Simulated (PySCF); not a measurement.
Cl$_{3}$Sn (SMILES [Cl][Sn-]([Cl])[Cl]), charge -1, singlet, geometry from GFN2-xTB (such geometries of metal compounds can be far from the true shape) (core potentials on Sn); HF/def2-SVP run with PySCF.

Here is a job for PySCF.
```python
from pyscf import gto, scf

mol = gto.Mole()
mol.atom = '''
    Sn   -0.00024598    0.00560843    0.57812327
    Cl   -1.94257826   -1.06785136   -0.55730815
    Cl    0.05159000    2.20812614   -0.58824027
    Cl    1.89171173   -1.15677018   -0.55481414
'''
mol.basis = 'def2-svp'
mol.ecp = {'Sn': 'def2-svp'}
mol.charge = -1
mol.verbose = 4
mol.build()

mf = scf.RHF(mol)
mf.kernel()
```

The log (banner, timings and long lists left out):

```
PySCF version 2.14.0

[INPUT] verbose = 4
[INPUT] num. atoms = 4
[INPUT] num. electrons = 74
[INPUT] charge = -1
[INPUT] spin (= nelec alpha-beta = 2S) = 0
[INPUT] symmetry False subgroup None
[INPUT] Mole.unit = angstrom
[INPUT] Symbol           X                Y                Z      unit          X                Y                Z       unit  Magmom
[INPUT]  1 Sn    -0.000245980000   0.005608430000   0.578123270000 AA   -0.000464834832   0.010598396689   1.092494646538 Bohr   0.0
[INPUT]  2 Cl    -1.942578260000  -1.067851360000  -0.557308150000 AA   -3.670940886934  -2.017946612144  -1.053159770488 Bohr   0.0
[INPUT]  3 Cl     0.051590000000   2.208126140000  -0.588240270000 AA    0.097490970766   4.172753653093  -1.111613005740 Bohr   0.0
[INPUT]  4 Cl     1.891711730000  -1.156770180000  -0.554814140000 AA    3.574817076327  -2.185978829264  -1.048446774636 Bohr   0.0

nuclear repulsion = 357.80236076643
number of shells = 34
number of NR pGTOs = 169
number of NR cGTOs = 80
basis = def2-svp
ecp = {'Sn': 'def2-svp'}

******** <class 'pyscf.scf.hf.RHF'> ********
method = RHF
initial guess = minao
damping factor = 0
level_shift factor = 0
DIIS = <class 'pyscf.scf.diis.CDIIS'>
diis_start_cycle = 1
diis_space = 8
diis_damp = 0
SCF conv_tol = 1e-09
SCF conv_tol_grad = None
SCF max_cycles = 50
direct_scf = True
direct_scf_tol = 1e-13
Set gradient conv threshold to 3.16228e-05
Initial guess from minao.
init E= -1568.0401770671
  HOMO = -0.729797282466106  LUMO = -0.510709538192101  gap/eV = 5.96168
cycle= 1 E= -1590.97021436543  delta_E= -22.9  |g|= 1.64  |ddm|= 6.34
  HOMO = 0.049096539248211  LUMO = 0.380342343760247  gap/eV = 9.01366
cycle= 2 E= -1591.53132525718  delta_E= -0.561  |g|= 0.756  |ddm|= 3.81
  HOMO = -0.137181196232255  LUMO = 0.262937362254675  gap/eV = 10.88778
cycle= 3 E= -1591.6454342395  delta_E= -0.114  |g|= 0.0491  |ddm|= 0.902
  HOMO = -0.155228806931774  LUMO = 0.259106766199856  gap/eV = 11.27465
cycle= 4 E= -1591.64660116411  delta_E= -0.00117  |g|= 0.0156  |ddm|= 0.0901
  HOMO = -0.156928288635115  LUMO = 0.258388503171848  gap/eV = 11.30135
cycle= 5 E= -1591.64671534969  delta_E= -0.000114  |g|= 0.00378  |ddm|= 0.033
  HOMO = -0.157294482256965  LUMO = 0.258655328478676  gap/eV = 11.31857
cycle= 6 E= -1591.64672683339  delta_E= -1.15e-05  |g|= 0.000575  |ddm|= 0.0116
  HOMO = -0.15736811377522  LUMO = 0.258656852259661  gap/eV = 11.32062
cycle= 7 E= -1591.64672717962  delta_E= -3.46e-07  |g|= 0.000166  |ddm|= 0.00213
  HOMO = -0.157384623264761  LUMO = 0.258656024612514  gap/eV = 11.32104
cycle= 8 E= -1591.64672720512  delta_E= -2.55e-08  |g|= 4.54e-05  |ddm|= 0.000589
  HOMO = -0.157383893194286  LUMO = 0.258658658210013  gap/eV = 11.32109
cycle= 9 E= -1591.64672720749  delta_E= -2.37e-09  |g|= 1.13e-05  |ddm|= 0.000226
  HOMO = -0.157384237068044  LUMO = 0.258658078255388  gap/eV = 11.32109
cycle= 10 E= -1591.64672720764  delta_E= -1.46e-10  |g|= 2.5e-06  |ddm|= 5.73e-05
  HOMO = -0.157384107415268  LUMO = 0.258658152660445  gap/eV = 11.32109
Extra cycle  E= -1591.64672720764  delta_E= -7.28e-12  |g|= 1.15e-06  |ddm|= 7.34e-06
converged SCF energy = -1591.64672720764
```
